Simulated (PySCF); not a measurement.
A TDDFT job, as run on `[CH2]([GaH2])CC` (GaH2(nPr)).

Level of theory: PySCF, TDDFT CAM-B3LYP/def2-SVPD, vertical, gas phase, core orbitals frozen in the response.

Input of the driver that calls PySCF (job settings, then Cartesian coordinates in Å):

```
{"job": {"kind": "uv", "xc": "CAM-B3LYP", "basis": "def2-SVPD", "ip": false, "nstates": 15}, "charge": 0, "multiplicity": 1}
Ga     1.1773     1.9471     0.7628
H      2.7530     1.9853     0.8269
H      0.3917     3.3093     0.6350
C      0.1961     0.2287     0.7746
C     -0.1686    -0.2448    -0.6372
C     -0.9428    -1.5560    -0.6503
H     -0.7255     0.3509     1.3704
H      0.8051    -0.5388     1.2816
H      0.7470    -0.3642    -1.2444
H     -0.7656     0.5296    -1.1518
H     -1.8888    -1.4609    -0.0934
H     -1.1865    -1.8753    -1.6758
H     -0.3617    -2.3628    -0.1762
```

The self-consistent field part of the output:

```
coarse grid: 45208 points
cycle   1  E = -2044.2339340476  dE = -4.292e-01  |g| = 5.344e-01  |ddm| = 4.231e+00
cycle   2  E = -2044.2320056218  dE =  1.928e-03  |g| = 5.936e-01  |ddm| = 1.108e+00
cycle   3  E = -2044.2796244481  dE = -4.762e-02  |g| = 2.487e-02  |ddm| = 6.312e-01
cycle   4  E = -2044.2797432465  dE = -1.188e-04  |g| = 1.291e-02  |ddm| = 6.600e-02
cycle   5  E = -2044.2797852278  dE = -4.198e-05  |g| = 2.448e-03  |ddm| = 2.040e-02
cycle   6  E = -2044.2797867978  dE = -1.570e-06  |g| = 4.304e-04  |ddm| = 4.615e-03
final grid: 95264 points
cycle   7  E = -2044.2798092347  dE = -5.108e-08  |g| = 4.078e-04  |ddm| = 4.433e-03
cycle   8  E = -2044.2798092341  dE =  5.630e-10  |g| = 4.334e-04  |ddm| = 9.735e-04
cycle   9  E = -2044.2798092687  dE = -3.454e-08  |g| = 1.848e-05  |ddm| = 4.277e-04
cycle  10  E = -2044.2798092688  dE = -1.019e-10  |g| = 8.859e-06  |ddm| = 4.899e-05
converged SCF energy = -2044.2798092688
```

Q: What follows in the output?

A: 
```
Static polarisability (au): isotropic 69.234, principal 58.275 64.918 84.509

Singlet excitations
state   eV       nm        f      main configurations
  1   4.7284    262.2   0.00283   H->L 0.98
  2   5.2334    236.9   0.00000   H-1->L 0.99
  3   7.1081    174.4   0.02881   H->L+1 0.84, H->L+2 0.10
  4   7.2737    170.5   0.00108   H-2->L 0.91
  5   7.5972    163.2   0.00616   H-3->L 0.88
  6   7.7435    160.1   0.27809   H->L+3 0.47, H->L+2 0.38
  7   7.8483    158.0   0.15747   H-1->L+1 0.90
  8   8.0095    154.8   0.13384   H->L+3 0.43, H->L+2 0.42
  9   8.1021    153.0   0.04634   H-1->L+2 0.70, H-1->L+4 0.18
 10   8.3751    148.0   0.02499   H->L+6 0.61, H-1->L+3 0.12, H->L+5 0.10
 11   8.4607    146.5   0.02898   H->L+4 0.51, H->L+5 0.29, H->L+6 0.10
 12   8.6228    143.8   0.00439   H->L+5 0.51, H->L+4 0.33
 13   8.7617    141.5   0.00996   H->L+7 0.66, H-1->L+3 0.15
 14   8.7882    141.1   0.05843   H-1->L+3 0.24, H-2->L+1 0.21, H-4->L 0.20
 15   8.8156    140.6   0.02038   H-1->L+3 0.25, H-2->L+1 0.20, H->L+7 0.20

Triplet excitations (Tamm-Dancoff, eV): 4.3853 4.7538 6.6754 7.0465
```

The SCF starts on a coarse grid; the energy jumps when the final grid takes over, and dE counts afresh there. The run used 170 basis functions and 10 SCF iterations for the ground state.

Hardware: one thread, AMD EPYC 7R43 (x86_64) (shared host). Cost: 42 s (grids of density and orbitals included), 0.80 GiB resident at most.

Q: What frontier levels and dipole did the ground state of this run have?

A: HOMO -8.88 eV, LUMO -0.57 eV, dipole 0.78 D.

Isolated species at its PBE0-D3(BJ)/def2-SVP geometry (one conformer only). The CAM-B3LYP/def2-SVPD calculation is non-relativistic and has no spin–orbit coupling, an omission that weighs most on gallium.
